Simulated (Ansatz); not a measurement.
Basis-set extrapolation for BH₆NO₂Si, SMILES `N[SiH2]B(O)O` (PBE0-D4/def2-TZVP geometry, frozen core, Ansatz 0.2.0). Multiplicity 1, RHF reference.

```csv
,def2-TZVPP,def2-QZVPP
HF,-521.529901,-521.550270
MP2 correlation,-0.917980,-0.988734
CCSD(T) correlation,-0.986999,not run
```

Energies in hartree. Use E(X) = E(∞) + A·exp(−7.88·√X) for Hartree–Fock and E(X) = E(∞) + B·X^(−2.97) for correlation, with X = 3 and 4, and add CCSD(T) minus MP2 of the smaller set to the MP2 limit.

Question: What is the CCSD(T) energy at the basis-set limit?

Answer: HF limit: -521.550270 + (-0.020369) × 0.13774 = -521.55308. MP2 limit: -0.988734 + (-0.070754) × 0.74074 = -1.04114. Higher-order term: -0.986999 − (-0.917980) = -0.06902. Total: -522.66324 hartree, 384.2 kJ/mol below CCSD(T)/def2-TZVPP.
